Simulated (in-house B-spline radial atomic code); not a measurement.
A run on neutral lanthanum (an excited or competing configuration) that did not converge. Method: scalar-relativistic (X2C) wB97X, spin-polarised, spherical fractional occupations, exact exchange averaged over the configuration, Fermi nucleus of rms radius 4.855 fm; computed with a B-spline radial code for spherical atoms.

Command:
```bash
python run_scf.py task.json out
```
Settings (nuclear radius in fm, mass in u):
```
Z                57
configuration    [Xe] 5d1 5f1 6s1
hamiltonian      x2c
method           wb97x
spin_polarised   True
nucleus          fermi
rms_radius       4.855
atomic_mass      138.90636
speed_of_light   137.035999084
exact_exchange   averaged over the configuration
```

First and last ten iterations of the last attempt (damped for 15 steps, keeping 80 % of the old Fock matrix, then DIIS):
```
 iter        energy (Eh)    residual
    1       -8486.613832    4.88e-01
    2       -8489.555301    2.78e-01
    3       -8491.299611    1.83e-01
    4       -8492.086201    1.20e-01
    5       -8492.409302    7.88e-02
    6       -8492.549228    5.15e-02
    7       -8492.612180    3.41e-02
    8       -8492.640705    2.47e-02
    9       -8492.653531    1.79e-02
   10       -8492.659537    1.32e-02
  111       -8492.665675    5.28e-04
  112       -8492.665666    7.28e-04
  113       -8492.665665    1.26e-03
  114       -8492.665809    3.33e-03
  115       -8492.665529    3.10e-03
  116       -8492.665737    3.60e-03
  117       -8492.665586    2.76e-03
  118       -8492.665870    2.58e-03
  119       -8492.665546    9.27e-04
  120       -8492.665500    9.73e-04
 not converged after 120 iterations
```

The smallest residual met was 5.1e-04; the threshold is about 6e-07. No energy from this run should be used. Run time, properties included: 61 s on 1 thread of Arm Neoverse N1 (shared host).
